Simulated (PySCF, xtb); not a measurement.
Ti(F)2(OH)2 (F2H2O2Ti), SMILES [OH][Ti]([OH])([F])[F], multiplicity 1. Other conformers were not sampled.

Harmonic wavenumbers (cm⁻¹) from GFN2-xTB (xtb 6.7.1) at its own minimum, in rising order: 164, 171, 175, 178, 201, 225, 243, 315, 336, 546, 602, 692, 735, 3638, 3642.

**Question.** What does PySCF with PBE-D3(BJ)/def2-SVP give at its own minimum? (Estimate from the structure and the level; the computed values follow.)

**Answer.** 105, 132, 182, 203, 219, 226, 259, 360, 447, 699, 780, 796, 800, 3776, 3789. Paired by order, the mean absolute difference is 74 cm⁻¹ and the zero-point energies are 17.0 and 18.3 kcal/mol.
